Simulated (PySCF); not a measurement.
Q: Write Cartesian coordinates for `BC#CC=C` as optimised with PBE0-D3(BJ)/def2-SVP.

A: 
```xyz
10
C4H5B angstrom
B      2.7139    0.2694   -0.2305
C      1.2135    0.2706   -0.2011
C     -0.0140    0.2675   -0.1662
C     -1.4316    0.2895   -0.1456
C     -2.1743   -0.6531    0.4588
H      3.3100    1.1562   -0.7944
H      3.3321   -0.6177    0.3100
H     -1.9265    1.1255   -0.6546
H     -1.7082   -1.4973    0.9731
H     -3.2659   -0.5981    0.4507
```

Any rigid rotation of these coordinates is as good. Atoms count from 1 in this order. The 5 heavy atoms lie in one plane (0.002 Å rms). The 3 C–C bonds span 1.228 Å (C2≡C3, drawn triple) to 1.418 Å (C3–C4, drawn single), a spread of 0.190 Å. B1 (three-coordinate boron) is planar (angles 120.2°, 120.1° and 119.7°, sum 360.0°, 0.00 Å off the plane of its three neighbours).

Bonds between heavy atoms (Å): B1–C2 1.501, C2≡C3 1.228, C3–C4 1.418, C4=C5 1.344.

Method: PBE0-D3(BJ)/def2-SVP geometry optimisation, gas phase in PySCF 2.14.0.

Point group: Cs (tolerance 0.08 Å). Whether it is a minimum is left open (no frequencies).
